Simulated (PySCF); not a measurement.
An unknown is described by computed data only.

Formula: C5H15FSi3.

- 13C NMR: chemical shifts (computed TMS as zero) by class: 147.3 (1 C), 122.5 (1 C), 81.9 (1 C), 36.7 (1 C), 17.7 (1 C) ppm [GIAO PBE0/pcSseg-1]
- Rotational structure: rotational constants A, B, C: 1.121, 0.559, 0.532 GHz [GFN2-xTB]
- Dipole: 2.42 D [PBE0/pcSseg-1]
- 1H NMR: chemical shifts (computed TMS as zero) by class: 6.20 (1 H), 5.50 (1 H), 5.33 (1 H), 5.23 (2 H), 3.61 (6 H), 2.10 (2 H), 1.00 (2 H) ppm [GIAO PBE0/pcSseg-1]
- NMR, other nuclei: isotropic shieldings of nuclei other than C and H, by class: 471 (1 F), 400 (1 Si), 458 (2 Si) ppm [GIAO PBE0/pcSseg-1]

Gas-phase values; electronic properties from PySCF, density fitting. Levels stand in brackets. Isolated species at its GFN2-xTB geometry (one conformer only). NMR classes are plain means over equivalent atoms (diastereotopic ones count apart unless rotation or inversion swaps them), as if these changed places fast.

Question: What is the compound? Reason from the data.

Answer: Numbering: `[CH2:1]=[CH:2][CH2:3][CH2:4][Si:5]([SiH3:6])([SiH3:7])[CH2:8][F:9]`. Its formula, C5H15FSi3, gives 1 degree of unsaturation: 0 rings and 1 π bond in the structure found. 5 carbons fall into 5 classes; from least to most shielded: alkene CH carbon [C2] (147.3 ppm), terminal =CH2 carbon [C1] (122.5 ppm), sp3 C–F carbon [C8] (81.9 ppm), allylic carbon [C3] (36.7 ppm), sp3 carbon bound to silicon [C4] (17.7 ppm). Hydrogen classes from least to most shielded: 1 H on an alkene CH carbon, C2 (6.20 ppm), 1 H on a terminal =CH2 carbon, C1 (5.50 ppm), 1 H on a terminal =CH2 carbon, C1 (5.33 ppm), 2 H on an sp3 C–F carbon, C8 (5.23 ppm), 6 H on 2 SiH3 silicons, Si6/Si7 (3.61 ppm), 2 H on an allylic carbon, C3 (2.10 ppm), 2 H on an sp3 carbon bound to silicon, C4 (1.00 ppm, a mean of values up to 0.6 ppm apart in this geometry). The other shieldings belong to: 471 ppm, alkyl fluorine [F9]; 400 ppm, four-coordinate silicon [Si5]; 458 ppm, SiH3 silicon [Si6/Si7]. The optimised geometry has point group C1 and is an asymmetric top. Structure: `C=CCC[Si]([SiH3])([SiH3])CF`. Computed isomers that give other values at the same levels: `C=C[Si@](C)(C[SiH3])C[SiH2]F` (13C chemical shifts (computed TMS as zero) by class: 145.0 (1 C), 142.7 (1 C), 5.4 (1 C), 0.5 (1 C), -8.3 (1 C) ppm); `CC[C@@H]1C[SiH2][SiH2][C@@H](F)[SiH2]1` (13C chemical shifts (computed TMS as zero) by class: 82.3 (1 C), 34.4 (1 C), 21.8 (1 C), 15.1 (1 C), 12.5 (1 C) ppm). The assignments are read from this structure; whether some other isomer fits the data as well wasn't checked.

Shape of the structure used: `[CH2:1]=[CH:2][CH2:3][CH2:4][Si:5]([SiH3:6])([SiH3:7])[CH2:8][F:9]`: C1–C2–C3–C4 -117°, C2–C3–C4–Si5 -63°, C3–C4–Si5–Si6 75°, C4–Si5–C8–F9 -174°.
